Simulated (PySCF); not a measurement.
```xyz
3
charge 0 multiplicity 4, angstrom
Ru   -0.2861    0.0000   -0.3238
O    -1.7814    0.0000    0.4102
Cl    1.6485    0.0000    0.7553
```

Level of theory: UPBE0 in PySCF with Ru def2-TZVP with ECP28, O def2-TZVP, Cl def2-TZVP; scalar-relativistic core potentials, no spin–orbit coupling; density-fitted integrals.

This geometry of RuOCl is a stationary point at this level.

What is the point group?

Cs.

Is it a minimum?

Yes: all harmonic wavenumbers are real.

List the harmonic modes with their infrared intensities.


| symmetry | ω (cm⁻¹) | IR (km/mol) | type |
| --- | --- | --- | --- |
| a' | 146 | 12.7 | bend |
| a' | 406 | 45.9 | stretch |
| a' | 999 | 122 | stretch |

Only a few start shapes were tried, so a lower isomer may exist. With open d or f shells other occupations or spin states may lie lower.
